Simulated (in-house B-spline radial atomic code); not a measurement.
## Removing one electron from Pd

Closed shell [Kr] 4d10. Computed with an all-electron radial atomic-structure program (B-spline basis): Koopmans values of Dirac-Hartree-Fock plus a diagonal self-energy, in second order or with its direct term screened (direct RPA, with the hole-particle interaction, or full time-dependent Hartree-Fock), linearised in energy; no-pair Dirac-Coulomb Hamiltonian, finite nucleus. Shifts add to the Koopmans value (the ΔSCF shift is orbital relaxation alone); the final value takes TDHF screening with Breit and QED.

Command:
```bash
python run_mb.py task.json out
```
Settings (nuclear radius in fm, box in bohr, cutoff in hartree):
```
basis_form          2
Z                   46
core_configuration  [Kr] 4d10
rms_radius          4.5318
mass_number         106
speed_of_light      137.036
box_radius          30.116
lmax                7
intervals           66
virtual_cutoff      8464.0
```

Run time, properties included: 85 s on 1 thread of Arm Neoverse V2, with other jobs on the host.

Energies in eV:

```csv
subshell,Koopmans,ΔSCF shift,second order,direct RPA,hole-particle,TDHF,Breit + QED,final
4d5/2,8.702,-2.430,?,?,?,?,?,?
4d3/2,9.267,-2.561,-2.237,-0.230,-0.796,-0.851,-0.002,8.414
```

(1) What does the self-energy do to 4d5/2?

Answers

(1) It shifts the removal energy by -2.048 eV in second order, -0.150 with direct RPA, -0.695 with the hole-particle term and -0.743 with TDHF screening (quasi-particle weight 0.856); Breit and QED add 0.012 eV. The final value is 7.971 eV, against 8.337 eV (NIST, measured).
